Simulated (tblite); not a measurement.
Compound: C6H9N3.
Atom-mapped SMILES: `[CH3:1][CH2:2][c:3]1[n:4][cH:5][n:6][n:7][c:8]1[CH3:9]` (hydrogens: H10, H11, H12 on C1; H13, H14 on C2; H15 on C5; H16, H17, H18 on C9)

Computed with GFN2-xTB (tblite), gas phase: L-BFGS steps from a force-field or distance-geometry start until the largest atomic force falls under 0.01 eV/Å.

At the end of the run (lengths in Å): N7–C8 1.321, C3–N4 1.321, C1–H10 1.086, C5–H15 1.082, C5–N6 1.313, C2–C3 1.495, C9–H18 1.089, N4–C5–N6 125.8°, C2–C3–C8 122.1°, N7–C8–C9 117.1°, C2–C3–N4 118.9°, C1–C2–C3–N4 3°, H13–C2–C1–H10 -179°, H10–C1–C2–C3 60°.

Task: These geometries were met on the way; a selection of coordinates is given. Order them by energy above the end point, lowest first.
A. N7–C8 1.329, C3–N4 1.327, C1–H10 1.098, C5–H15 1.126, C5–N6 1.327, C2–C3 1.508, C9–H18 1.101, N4–C5–N6 122.2°, C2–C3–C8 116.4°, N7–C8–C9 122.4°, C2–C3–N4 123.5°, C1–C2–C3–N4 1°, H13–C2–C1–H10 -150°, H10–C1–C2–C3 87°
B. N7–C8 1.315, C3–N4 1.319, C1–H10 1.074, C5–H15 1.082, C5–N6 1.307, C2–C3 1.502, C9–H18 1.084, N4–C5–N6 124.6°, C2–C3–C8 117.2°, N7–C8–C9 121.4°, C2–C3–N4 122.3°, C1–C2–C3–N4 0°, H13–C2–C1–H10 -153°, H10–C1–C2–C3 85°
C. N7–C8 1.369, C3–N4 1.369, C1–H10 1.132, C5–H15 1.091, C5–N6 1.356, C2–C3 1.457, C9–H18 1.126, N4–C5–N6 119.5°, C2–C3–C8 118.5°, N7–C8–C9 120.8°, C2–C3–N4 123.1°, C1–C2–C3–N4 2°, H13–C2–C1–H10 -148°, H10–C1–C2–C3 88°
D. N7–C8 1.317, C3–N4 1.318, C1–H10 1.087, C5–H15 1.083, C5–N6 1.312, C2–C3 1.495, C9–H18 1.090, N4–C5–N6 126.1°, C2–C3–C8 118.9°, N7–C8–C9 118.6°, C2–C3–N4 121.7°, C1–C2–C3–N4 1°, H13–C2–C1–H10 -158°, H10–C1–C2–C3 83°
E. N7–C8 1.319, C3–N4 1.320, C1–H10 1.085, C5–H15 1.078, C5–N6 1.313, C2–C3 1.495, C9–H18 1.090, N4–C5–N6 126.4°, C2–C3–C8 120.5°, N7–C8–C9 116.7°, C2–C3–N4 120.9°, C1–C2–C3–N4 3°, H13–C2–C1–H10 -159°, H10–C1–C2–C3 80°

Result: E (0.063 eV), D (0.104 eV), B (0.174 eV), A (0.316 eV), C (0.614 eV).

```tsv
step	E above end (eV)	rms distance from the end, all atoms (Å)	largest force (eV/Å)	rms shift of all bonds from the end (Å)
14	0.063	0.214	0.208	0.002
9	0.104	0.254	0.210	0.002
3	0.174	0.272	0.463	0.007
1	0.316	0.280	1.418	0.014
0	0.614	0.283	3.091	0.030
```

Rows stand in the order of the answer.
